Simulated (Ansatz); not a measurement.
Isolated molecules relaxed with PBE0-D4/def2-TZVP in Ansatz; ΔE leaves out vibrations. CBS: MP2 limit from def2 TZ/QZ plus the TZ coupled-cluster correction, frozen cores. Functionals use def2-TZVPP. For Ge outer-core shells are correlated without core-valence functions, which leaves a few kJ/mol of doubt a bond. Scalar relativity is left out up to krypton. One conformer a species, not always the lowest.

Reaction (cleavage of the Si–Ge bond): `[SiH3][GeH3]` + `CNCS` → `CNCS[SiH3]` + GeH₄

`[SiH3][GeH3]`:

Cartesian coordinates in Å:
```
Si -0.564 -0.089 1.056
Ge 0.554 0.087 -1.036
H -1.211 1.205 1.400
H 0.405 -0.441 2.126
H -1.609 -1.144 0.988
H -0.442 0.443 -2.152
H 1.233 -1.244 -1.399
H 1.633 1.182 -0.983
```

`CNCS`:

```xyz
11

C    -0.012   -0.009   -1.581
N    -0.359   -0.566   -0.292
C    -0.046    0.311    0.802
S    -0.659   -0.458    2.333
H    -0.235   -0.736   -2.363
H     1.046    0.285   -1.674
H    -0.621    0.879   -1.772
H     0.087   -1.463   -0.148
H    -0.559    1.262    0.640
H     1.026    0.523    0.929
H     0.333   -0.029    3.127
```

`CNCS[SiH3]`:

Cartesian coordinates in Å:
```
C 0.864 -1.726 1.395
N 0.434 -1.643 0.017
C -0.307 -0.489 -0.328
S 0.671 1.111 -0.153
Si -0.740 2.448 -0.993
H -0.013 -1.708 2.047
H 1.529 -0.907 1.703
H 1.380 -2.673 1.557
H 1.205 -1.786 -0.621
H -0.635 -0.549 -1.366
H -1.178 -0.400 0.324
H -1.995 2.493 -0.193
H -1.104 2.038 -2.378
H -0.112 3.791 -1.011
```

GeH₄:

Z-matrix (Å, degrees):
```
Ge
H 1 1.534
H 1 1.534 2 109.5
H 1 1.534 2 109.5 3 -120.0
H 1 1.534 2 109.5 3 120.0
```

(1) Is it downhill or uphill in electronic energy at CCSD(T)/CBS, and by how much? (An estimate is asked.)

(2) What do these levels give: PBE-D4, PBE0-D4, HF/def2-QZVPP, SCS-MP2/def2-QZVPP, MP2/CBS(def2), CCSD/CBS(def2)? (Best estimate.)

Largest T1 diagnostic among the species: 0.012.

Results:

(1) Ansatz gave: Downhill: ΔE = -48.9 kJ/mol.

(2) Ansatz gave: PBE-D4 -48.9, PBE0-D4 -48.1, HF/def2-QZVPP -48.5, SCS-MP2/def2-QZVPP -54.1, MP2/CBS(def2) -56.8, CCSD/CBS(def2) -46.2 kJ/mol.

The D4 term adds −6.0 kJ/mol with B3LYP and −3.3 kJ/mol with PBE0; it sums over pairs of atoms, weighted by their polarisabilities, and B3LYP, whose exchange is more repulsive, gets the larger term.

B3LYP here is the variant with VWN-RPA as its local correlation; programs differ in this.
